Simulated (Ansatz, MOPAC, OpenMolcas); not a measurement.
**GeSiH6 (SMILES [SiH3][GeH3]): methods side by side**

The species is GeSiH6 (8 atoms), meant as a singlet with charge 0. As SMILES, `[SiH3][GeH3]`. The coordinates come from a PBE0-D4/def2-TZVP relaxation.

Quantity: the HOMO–LUMO gap, in eV. The values are calculated.

```json
{"level": "PM6", "kind": "semi-empirical", "program": "MOPAC", "value (eV)": "9.71", "CPU time": "under 2 s"}
{"level": "HF/cc-pVDZ", "kind": "Hartree–Fock", "program": "Ansatz", "value (eV)": "14.73", "CPU time": "2.7 s"}
{"level": "SVWN5/cc-pVDZ", "kind": "LDA", "program": "Ansatz", "value (eV)": "6.81", "CPU time": "4.2 s"}
{"level": "BLYP/cc-pVDZ", "kind": "GGA", "program": "Ansatz", "value (eV)": "6.88", "CPU time": "5.8 s"}
{"level": "TPSS/cc-pVDZ", "kind": "meta-GGA", "program": "OpenMolcas", "value (eV)": "7.37", "CPU time": "60 s"}
{"level": "PBE0/cc-pVDZ", "kind": "global hybrid", "program": "Ansatz", "value (eV)": "8.95", "CPU time": "6.9 s"}
{"level": "r2SCAN0/cc-pVDZ", "kind": "hybrid meta-GGA", "program": "Ansatz", "value (eV)": "9.32", "CPU time": "16 s"}
{"level": "wB97X/cc-pVDZ", "kind": "range-separated hybrid", "program": "Ansatz", "value (eV)": "13.20", "CPU time": "24 s"}
{"level": "PBE-QIDH/cc-pVDZ", "kind": "double hybrid", "program": "Ansatz", "value (eV)": "12.41", "CPU time": "9.7 s"}
```

All-electron rows without a relativistic Hamiltonian named are non-relativistic. The values span 6.81 to 14.73 eV. Orbital gaps aren't excitation energies, and those of double hybrids come from the SCF part alone; they tend to grow with the share of exact exchange. Times are those of the runs behind each value, whatever else they computed, on shared processors of several kinds: orders of magnitude only.
